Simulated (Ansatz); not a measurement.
The lowest singlet and triplet of F2Ge (SMILES [F][Ge][F]); geometries from B3LYP-D3(BJ)/def2-TZVP, each state relaxed from the structure named, with no frequency check.
Singlet (charge 0, multiplicity 1):
```csv
atom,x (Å),y (Å),z (Å)
F,-1.3205,-0.7437,0.0000
Ge,-0.0004,0.4177,0.0000
F,1.3219,-0.7413,0.0000
```
Triplet (charge 0, multiplicity 3):
```xyz
3

F     -1.474    -0.611     0.000
Ge     0.000     0.343     0.000
F      1.475    -0.608     0.000
```

A positive gap puts the triplet lower; no zero-point energy. R- takes a restricted singlet. U- takes an unrestricted singlet (broken symmetry where lower, unprojected). The triplet is unrestricted in single-reference levels. Active spaces average the two states.

Frozen-core correlation. Filled d and f shells under p-block atoms count as core.

Codes used: Ansatz (a first-principles code). 

```csv
level,"gap E(singlet) − E(triplet), adiabatic (kcal/mol)"
U-HF/cc-pVTZ,-62.43
U-HF/cc-pVQZ,-62.13
U-B2PLYP/def2-TZVPP,?
U-MP2/cc-pVDZ,-76.24
R-MP2/cc-pVQZ,-78.27
U-SCS-MP2/cc-pVDZ,-78.61
"SC-NEVPT2 on SA-CASSCF(2,2)/cc-pVDZ",-77.24
"FIC-NEVPT4(SD) on SA-CASSCF(2,2)/cc-pVTZ",-79.85
"FIC-MRCISD+Q on SA-CASSCF(2,2)/cc-pVQZ",-79.99
```

Task: Some entries are withheld; supply them.

Result: 
- U-B2PLYP/def2-TZVPP, gap E(singlet) − E(triplet), adiabatic (kcal/mol): -83.01
